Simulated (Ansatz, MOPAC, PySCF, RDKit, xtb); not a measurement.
Dimer: NH3 (SMILES N) (first 4 atoms) with N2 (SMILES N#N); geometry from B3LYP-D3(BJ)/def2-TZVP, rigid monomers moved along the line of their centres of mass till N1···N5 is 2.90 Å.
(charge 0, multiplicity 1):
```xyz
6

N     -0.160     0.186    -0.166
H     -0.385     0.335    -1.143
H      0.765     0.569    -0.006
H     -0.095    -0.815    -0.019
N      0.455    -0.314     2.628
N     -0.254     0.153     3.313
```

```tsv
level	interaction energy (kJ/mol)	minus CCSD(T)/CBS(aug-cc-pVDZ, aug-cc-pVTZ)	cost
MMFF94	6.2	7.4	-
UFF	2.2	3.4	-
GFN-FF	1.3	2.5	-
AM1	-3.2	-2.0	-
PM3	5.9	7.1	-
PM7	-4.3	-3.1	-
GFN1-xTB	-2.2	-1.0	-
GFN2-xTB	-3.1	-1.9	-
HF/6-31G*	4.5	5.7	-
HF/6-31G* (no counterpoise)	2.2	3.4	-
HF/aug-cc-pVDZ	5.9	7.1	-
HF/aug-cc-pVTZ	5.8	7.0	-
PBE/def2-TZVPPD	1.0	2.2	×1
PBE-D3(BJ)/def2-TZVPPD	-1.6	-0.3	×1
BP86/6-31G* (no counterpoise)	0.6	1.8	-
r2SCAN/def2-TZVPPD	-0.3	0.9	×2
r2SCAN-D3(BJ)/def2-TZVPPD	-1.2	0.0	×2
r2SCAN-D4/def2-TZVPPD	-1.0	0.2	×2
B3LYP/3-21G (no counterpoise)	-7.0	-5.8	-
B3LYP/6-31G*	2.3	3.5	-
B3LYP/6-31G* (no counterpoise)	-1.2	0.0	-
B3LYP/6-311+G** (no counterpoise)	1.7	2.9	-
B3LYP/def2-TZVPPD	3.3	4.5	×1
B3LYP-D3(BJ)/def2-TZVPPD	-0.7	0.5	×1
B3LYP-D4/def2-TZVPPD	-0.3	0.9	×1
PBE0/def2-TZVPPD	1.4	2.6	×2
M06-2X/6-31G* (no counterpoise)	-5.5	-4.3	-
wB97X-V/def2-TZVPPD	-0.6	0.6	×3
wB97M-V/def2-TZVPPD	-0.6	0.6	×4
MP2/6-31G*	1.1	2.3	-
MP2/6-31G* (no counterpoise)	-3.2	-2.0	-
MP2/aug-cc-pVDZ	-0.3	0.9	-
MP2/aug-cc-pVTZ	-1.3	-0.1	-
MP2/CBS(aug-cc-pVDZ, aug-cc-pVTZ)	-1.7	-0.5	-
SCS-MP2/aug-cc-pVDZ	1.0	2.2	-
SCS-MP2/aug-cc-pVTZ	0.1	1.4	-
CCSD/aug-cc-pVTZ	0.2	1.4	-
CCSD(T)/aug-cc-pVDZ	0.2	1.5	×6
CCSD(T)/aug-cc-pVTZ	-0.8	0.4	×60*
CCSD(T)/CBS(aug-cc-pVDZ, aug-cc-pVTZ)	-1.2	0.0	×60*
```

 The comparison column counts from a level with limits of its own.

The rows run from -7.0 (B3LYP/3-21G (no counterpoise)) to 6.2 kJ/mol (MMFF94). In aug-cc-pVTZ the value moves HF 5.8, MP2 -1.3, CCSD 0.2, CCSD(T) -0.8, a shift of -6.6 from HF to CCSD(T). From aug-cc-pVDZ to aug-cc-pVTZ CCSD(T) changes by -1.1. The dispersion term adds -2.5 in PBE-D3(BJ), -0.9 in r2SCAN-D3(BJ), -0.7 in r2SCAN-D4. The 6 functionals in def2-TZVPPD without D3 or D4 span 3.9, from wB97X-V to B3LYP.

Interaction energies are E(AB) − E(A) − E(B) at the monomers' geometry in the complex; basis-set methods are counterpoise corrected. Rows marked so take none. RDKit's UFF carries no charges.

Correlated levels freeze the cores. CBS(a, b) extrapolates the correlation energy as X⁻³ and adds the Hartree–Fock energy of set b. Rows in 3-21G, 6-311+G**, 6-31G* carry no dispersion term and start afresh at each structure (6-31G* with six Cartesian d functions). MP2/6-31G* freezes PySCF's default core. The state that AM1, PM3, PM7 reach isn't checked; PM7 holds dispersion and hydrogen-bond terms.

Codes used: Ansatz (Gaussian orbitals); MOPAC for AM1, PM3, PM7 (differences of heats of formation); PySCF for 3-21G rows, 6-311+G** rows, 6-31G* rows, the dispersion terms; RDKit for the force fields; xtb for the GFN methods. Each number belongs to the level named beside it.

Costs are rough ratios of core time to PBE/def2-TZVPPD (about 1.6 s over the structures, on one shared machine); a dash marks a level with no comparable run of its own. A star marks coupled-cluster runs past 200 virtual orbitals, where the program's memory plan changes under this machine's limit, so their costs aren't comparable with smaller runs.

Ansatz is a program for electronic structure.
